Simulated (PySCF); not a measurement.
A structure optimised at PBE-D3(BJ)/def2-SVP, used in a PySCF frequency run:

```xyz
6

O      1.5589     1.3264     0.0000
Si    -0.0002     0.8020     0.0000
F     -0.8109     1.3562     1.2895
F     -0.8109     1.3562    -1.2895
Br     0.0126    -1.3870     0.0000
H      1.6869     2.2923     0.0000
```

Q: Write its SMILES, formula and point group.

A: O[Si](F)(F)Br, BrF2HOSi, Cs

Q: What are its rotational constants (standard atomic weights)?

A: 3.8977, 1.4978, 1.4833 GHz
